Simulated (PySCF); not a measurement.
## Ionising AsO

PBE0; As cc-pVTZ-PP with ECP10, O cc-pVTZ; scalar-relativistic core potentials (PySCF 2.14). Neutral (UKS): doublet (π ↑), Re = 1.613 Å, ωe = 1034 cm⁻¹, De = 4.70 eV, HOMO -5.72 eV, LUMO -3.43 eV.

AsO⁺ (UKS): singlet (closed shell), Re = 1.556 Å, ωe = 1185 cm⁻¹, De = 6.29 eV to As⁺ + O. The energies at the minima are -407.57179 hartree for AsO and -407.26562 for AsO⁺.

Work out the adiabatic ionisation energy, without and with harmonic zero-point energies (1 hartree = 27.2114 eV, 1 eV = 8065.5 cm⁻¹), and the change of the bond length.

At PBE0: 0.30617 hartree = 8.331 eV between the minima; the zero-point term (1185.0 − 1034.0)/2 cm⁻¹ = +0.009 eV makes it 8.341 eV. Re changes by -5.7 pm against the neutral. The electron leaves a π orbital, and the shorter bond of the ion fits an antibonding orbital, or a change in how ionic the bond is.

For an ion De counts to the pair picked by the measured ionisation energies or electron affinities, which need not be the lowest pair at this level. States were picked by a PBE0 search and need not be the measured ground states.
